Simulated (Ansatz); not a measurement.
Caution: the highest occupied level lies above zero, a sign of self-interaction error and of too few diffuse functions. This singlet lies 0.72 eV below the relaxed triplet at the level frozen-core CCSD(T)/aug-cc-pVTZ // PBE-D3(BJ)/def2-SVPD (Ansatz, a first-principles code).

Species: H2BS, SMILES `[BH-]S` (lower singlet; H–B–S–H torsion 180°) (charge -1, multiplicity 1).

Question: Give a relaxed geometry from PBE-D3(BJ)/def2-SVPD run with Ansatz.

Answer: Several could match; the one computed here: the end point of this relaxation, one of several conformers (outside a Z-matrix the atoms follow the SMILES, hydrogens last).
Cartesian coordinates (Å) in one orientation:
```xyz
4

B     -0.780    -0.577     0.110
S      0.675     0.552    -0.105
H     -1.659     0.307    -0.038
H      1.765    -0.281     0.032
```
